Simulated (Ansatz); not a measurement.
Species: sum formula SiOCl$_{3}$, net charge 0, doublet state. It need not be the lowest isomer of its formula. SMILES: [O][Si](Cl)(Cl)Cl
Geometry from a B3LYP-D3(BJ)/def2-TZVP (Ansatz, a program for electronic structure) optimisation:
```xyz
5

Si     0.2165    -0.0547     0.1416
Cl     0.5229     1.6018    -0.9990
Cl    -0.1825    -1.6878    -0.9945
Cl    -1.3064     0.2075     1.4565
O      1.6739    -0.1626     0.8933
```
Charge 0, spin multiplicity 2.

Property: atomisation energy (electronic, to ground-state atoms), in eV. Valence correlation only, unless marked. UHF or UKS for open shells. No spin-orbit coupling. Non-relativistic. The coupled-cluster limit lacks core correlation, which all-electron functionals hold. CBS marks a two-point X^-3 extrapolation of the correlation energy; Hartree-Fock from the larger set (for Q and 5 zeta extrapolated as (X+1)exp(-9√X)).

| level | program | atomisation energy (eV) |
|---|---|---|
| BHLYP-D4/def2-TZVPD | Ansatz + dftd4 | ? |
| r2SCANh/def2-TZVPD | Ansatz | 16.87 |
| r2SCAN0/def2-TZVPD | Ansatz | 16.57 |
| CCSD(T)/CBS(cc-pV(Q+d)Z,cc-pV(5+d)Z) | Ansatz | 16.87 |

Problem. Fill in the missing entries.

Solution. 
- BHLYP-D4/def2-TZVPD, atomisation energy (eV): 15.87
